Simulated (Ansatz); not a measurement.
Reactions of C₃H₆N₂O (`CN(C=N)C=O`).

Calculated with Ansatz (gas phase, PBE0-D4/def2-TZVP geometries, no zero-point term in ΔE). CCSD(T)/CBS adds triple-zeta CCSD(T) − MP2 to the extrapolated MP2 energy (def2 sets, frozen cores). This one scheme is used for every species. Functionals use def2-TZVPP. Elements past krypton have def2 core potentials. For Se, Te outer-core shells are correlated without core-valence functions, which leaves a few kJ/mol of doubt a bond. Scalar relativity is left out up to krypton. One conformer a species, not always the lowest.

```json
{"reaction": "`CN(C=N)C=O` + `OC[SeH]` → `N=COC[SeH]` + `CNC=O`", "CCSD(T)/CBS(def2) (eV)": "0.18"}
{"reaction": "`CN(C=N)C=O` + CH₃OH → `COC=N` + `CNC=O`", "CCSD(T)/CBS(def2) (eV)": "?"}
{"reaction": "`CN(C=N)C=O` + `N=C[SiH3]` → `O=C/N=C\\[SiH3]` + `CNC=N`", "CCSD(T)/CBS(def2) (eV)": "0.42"}
{"reaction": "`CN(C=N)C=O` + H₂Te → `O=C[TeH]` + `CNC=N`", "CCSD(T)/CBS(def2) (eV)": "0.52"}
```

Problem. Fill in the missing values. (Best estimate.)

Solution. Ansatz gave: `CN(C=N)C=O` + CH₃OH → `COC=N` + `CNC=O`: -0.10 eV.

Largest T1 diagnostic: 0.017, for `O=C/N=C\[SiH3]`.
